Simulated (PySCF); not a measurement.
**Computed spin Hamiltonian**

C₅H₉F₃N (doublet state).
Structure used (GFN2-xTB), in Å, numbered top down from 1:
```
atom  x, y, z in Å
C1     2.5469    0.7927    0.0285
C2     1.9907   -0.4136   -0.7512
C3     0.6847   -0.8865   -0.2313
N4    -0.4534   -0.1459   -0.5611
C5    -1.7495   -0.6627   -0.2243
C6    -2.7617    0.4775   -0.2028
F7    -2.8474    1.0902   -1.3947
F8    -3.9944    0.0386    0.0919
F9    -2.4610    1.4218    0.6928
H10    3.5016    1.1063   -0.3875
H11    1.8496    1.6249   -0.0230
H12    2.6917    0.5289    1.0730
H13    1.8868   -0.1311   -1.8027
H14    2.7133   -1.2305   -0.6889
H15    0.6443   -1.3641    0.7339
H16   -0.4034    0.2819   -1.4781
H17   -2.1346   -1.4213   -0.9278
H18   -1.7130   -1.1008    0.7769
```

The hyperfine couplings belong to this conformer and change with its torsions.

Identity: `CC[CH]NCC(F)(F)F` [radical].

Method: PySCF, UKS B3LYP, pcH-1 on C F H N, non-relativistic, mean-field spin-orbit, GIAO. The structure is a single GFN2-xTB conformer in the gas phase; no vibrational or solvent corrections. A GFN2-xTB geometry isn't a minimum of the functional, and hyperfine couplings can be far from their values at a DFT geometry. No stability test was run, so a lower SCF solution isn't excluded.

- g1, g2, g3: 2.00213, 2.00268, 2.00328
- g_iso: 2.00270
- Form of g: rhombic: the two nearest values differ by 48 % of g3 − g1
- ⟨S²⟩: 0.7534 (exact 0.7500)
- α and β electrons: 37, 36
- HOMO–LUMO gap, α and β orbitals: 5.26, 7.11 eV
- Basis functions: 315

Isotropic coupling and dipolar principal values T1 to T3, in MHz; ρ(0) is the spin density at the nucleus:

| atom | isotope | a_iso | T1 | T2 | T3 | Mulliken spin population | ρ(0) (bohr⁻³) |
| --- | --- | --- | --- | --- | --- | --- | --- |
| C1 | 13C | 65.5 | -5.0 | -4.8 | 9.8 | 0.04 | 0.0583 |
| C2 | 13C | -18.0 | -2.0 | -1.4 | 3.5 | -0.05 | -0.0160 |
| C3 | 13C | 130.7 | -70.0 | -69.1 | 139.1 | 0.86 | 0.1163 |
| N4 | 14N | 10.4 | -11.7 | -11.3 | 23.0 | 0.15 | 0.0322 |
| C5 | 13C | 9.3 | -2.4 | -1.3 | 3.7 | -0.01 | 0.0083 |
| C6 | 13C | 0.2 | -0.6 | -0.4 | 1.0 | 0.00 | 0.0002 |
| F7 | 19F | 0.3 | -1.8 | -0.6 | 2.4 | 0.00 | 0.0001 |
| F8 | 19F | -1.4 | -0.8 | -0.2 | 1.1 | 0.00 | -0.0003 |
| F9 | 19F | 5.9 | -3.4 | -2.7 | 6.0 | 0.00 | 0.0014 |
| H10 | 1H | 10.6 | -3.2 | -1.5 | 4.7 | 0.01 | 0.0024 |
| H11 | 1H | -4.0 | -4.4 | -1.1 | 5.5 | -0.01 | -0.0009 |
| H12 | 1H | -2.2 | -4.5 | -1.9 | 6.4 | 0.00 | -0.0005 |
| H13 | 1H | 18.6 | -4.9 | -4.1 | 9.0 | 0.01 | 0.0042 |
| H14 | 1H | 28.1 | -5.6 | -4.2 | 9.8 | 0.01 | 0.0063 |
| H15 | 1H | -29.0 | -32.2 | -1.1 | 33.3 | -0.03 | -0.0065 |
| H16 | 1H | -0.5 | -13.1 | -5.5 | 18.6 | 0.00 | -0.0001 |
| H17 | 1H | 22.8 | -3.5 | -2.5 | 6.0 | 0.03 | 0.0051 |
| H18 | 1H | 4.2 | -3.7 | -3.1 | 6.9 | 0.00 | 0.0009 |

The largest Mulliken spin populations are on C3 (+0.86) and N4 (+0.15). The angles at C3 add up to 351.5°, so it is slightly pyramidal.

Under fast tumbling the dipolar parts average out, and these isotropic splittings remain: 1 × 1H (H15, I = 1/2, 2 lines) with 1.03 mT, 2 × 1H (H13/H14, I = 1/2, 3 lines) with 0.83 mT, 2 × 1H (H17/H18, I = 1/2, 3 lines) with 0.48 mT, 1 × 14N (N4, I = 1, 3 lines) with 0.37 mT, 3 × 19F (F7/F8/F9, I = 1/2, 4 lines) with 0.06 mT and 3 × 1H (H10/H11/H12, I = 1/2, 4 lines) with 0.05 mT.

Means are taken over nuclei equivalent by connectivity, which assumes that they swap fast. The three 1H nuclei of mean +1.5 MHz run from -4.0 to 10.6 MHz in the frozen geometry. The three 19F nuclei of mean +1.6 MHz run from -1.4 to 5.9 MHz in the frozen geometry. The 1H value of +13.5 MHz is a mean of couplings from 4.2 to 22.8 MHz in this one geometry, not an average over conformers. The 1H value of +23.4 MHz is a mean of couplings from 18.6 to 28.1 MHz in this one geometry, not an average over conformers.

The 13C coupling of C3 (130.7 MHz) shows only in satellite lines or after enrichment, since that isotope makes up about 1.07 % of natural carbon.

β density exceeds α density at some nuclei, such as C2 (-0.0160) and H15 (-0.0065), spin density in bohr⁻³. In a single determinant that takes different orbitals for the two spins, that is spin polarisation.

Time: 79 s wall (with the writing of density and orbital grids); peak memory 1.1 GiB. Hardware: one thread, Arm Neoverse V2 (aarch64), on a shared host.
